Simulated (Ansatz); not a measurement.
Ansatz results at the PBE0-D4/def2-TZVP geometry: HOMO energy (B3LYP/def2-TZVPP) -7.64 eV; LUMO energy (B3LYP/def2-TZVPP) 0.50 eV; HOMO energy (ωB97M-V/def2-TZVPP) -10.02 eV.

Each molecule was computed in one conformer, which needn't be the lowest.

(1) Which molecule gave them?
A. `CO[Si](S)(Cl)Cl`
B. `C=C[SiH2]Cl`
C. `CC(C)[Si](F)(F)C(C)C`
D. `CO[SiH2]S`

Results:

(1) C. The others give `C=C[SiH2]Cl`: -8.13, -1.13, -10.61; `CO[Si](S)(Cl)Cl`: -7.68, -0.42, -10.15; `CO[SiH2]S`: -7.37, 0.11, -9.85.

B3LYP here is the variant with VWN-RPA as its local correlation; programs differ in this.
